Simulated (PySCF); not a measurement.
Two structures of BNH₆O₂, closed shell, reached by relaxing down either side of one saddle point (PBE0-D4/def2-TZVP). Energies are electronic, without zero-point energy. Program: PySCF 2.14 with density fitting (its default auxiliary sets; JK sets also for MP2 and CCSD(T)). Basis: def2-TZVPP and def2-QZVPP. Cores are frozen in the correlated methods. Extrapolation: Hartree–Fock as exp(−7.88 √X), correlation as X^−2.97. First:

```json
{"atom": "B1", "x (Å)": "0.5023", "y (Å)": "0.2498", "z (Å)": "0.0919"}
{"atom": "H2", "x (Å)": "0.8765", "y (Å)": "0.6843", "z (Å)": "1.1735"}
{"atom": "O3", "x (Å)": "0.1113", "y (Å)": "1.2325", "z (Å)": "-0.8744"}
{"atom": "O4", "x (Å)": "1.2884", "y (Å)": "-0.8134", "z (Å)": "-0.4444"}
{"atom": "H5", "x (Å)": "-1.5899", "y (Å)": "0.0450", "z (Å)": "1.0122"}
{"atom": "N6", "x (Å)": "-0.9553", "y (Å)": "-0.5466", "z (Å)": "0.4872"}
{"atom": "H7", "x (Å)": "0.2682", "y (Å)": "2.1201", "z (Å)": "-0.5569"}
{"atom": "H8", "x (Å)": "1.4959", "y (Å)": "-0.6156", "z (Å)": "-1.3593"}
{"atom": "H9", "x (Å)": "-1.4024", "y (Å)": "-0.8175", "z (Å)": "-0.3840"}
{"atom": "H10", "x (Å)": "-0.7522", "y (Å)": "-1.3842", "z (Å)": "1.0220"}
```

Second:

B1  (0.247, -0.457, -0.592)
H2  (0.043, 1.879, 2.466)
O3  (0.658, 0.538, -1.451)
O4  (1.126, -1.474, -0.322)
H5  (-0.159, 1.323, 2.008)
N6  (-1.020, -0.486, 0.032)
H7  (0.016, 1.234, -1.592)
H8  (1.959, -1.347, -0.779)
H9  (-1.752, 0.177, -0.133)
H10  (-1.280, -1.246, 0.634)
(Å)

Problem. Which bonds change from the first to the second?

Solution. BH₃O₂ ([OH][BH][OH]) + NH₃ → BNH₄O₂ ([NH2][B]([OH])[OH]) + H₂; bonds formed: H2–H5; dative contacts that become bonds: B1–N6; bonds broken: B1–H2, H5–N6.

Problem. Give the saddle point's structure and its height above each. (Judge from chemistry; the value comes from the calculation.)

Solution. The calculation gives: 168.0 kJ/mol above the first and 221.3 kJ/mol above the second (CCSD(T) at an estimated basis limit (MP2 extrapolated from triple and quadruple zeta, plus CCSD(T) − MP2 in triple zeta)).
```xyz
10
angstrom
B 0.3387 0.0314 -0.1283
H 0.3863 0.8875 1.1052
O 0.4004 0.9158 -1.2094
O 1.3012 -0.9603 -0.0301
H -0.5117 0.3335 1.1020
N -1.0661 -0.5261 0.3074
H -0.0525 1.7468 -1.0674
H 2.1427 -0.6600 -0.3792
H -1.8602 -0.2632 -0.2586
H -1.0787 -1.5052 0.5582
```

The T1 diagnostic stays at or below 0.012.

The step is the kind of exchange with an N–H group that builds nitride films in atomic layer and chemical vapour deposition.

Labels in which every atom is bracketed show which atoms are joined, not bond orders.

For scale, one of the runs: CCSD(T)/def2-TZVPP, 208 basis functions, launched by `OMP_NUM_THREADS=4 python run.py`. Hardware: 4 CPU threads of an Arm Neoverse V1, shared host. Wall time 8.9 min; peak host memory 3.2 GiB.
